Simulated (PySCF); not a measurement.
## InF⁺ at PBE0

Computed with PBE0; In cc-pVTZ-PP with ECP28, F cc-pVTZ; scalar-relativistic core potentials (PySCF 2.14).

```json
{
  "state": "quartet, unpaired electrons σ ↑, π ↑↑, a mixture of terms (⟨Lz²⟩ = 2.0), a second solution, started from another occupation",
  "bond length": "2.475 Å",
  "harmonic wavenumber": "195 cm⁻¹",
  "force constant": "0.367 mdyn/Å",
  "rotational constant Be": "0.1687 cm⁻¹",
  "anharmonicity ωexe": "3.15 cm⁻¹",
  "vibration–rotation constant αe": "0.00293 cm⁻¹",
  "energy of the minimum from ground-state In⁺ + F": "5.04 eV",
  "bond order (Mayer)": "0.24",
  "dipole moment (positive dipole points towards F; it is taken about the centre of mass and depends on that origin)": "-0.30 D"
}
```

Spin–orbit coupling is left out, which matters for elements this heavy, above all for dissociation energies. For an ion De counts to the pair picked by the measured ionisation energies or electron affinities, which need not be the lowest pair at this level. Counting both spins, an empty level lies below a filled one in this solution, because spin and occupation are held.
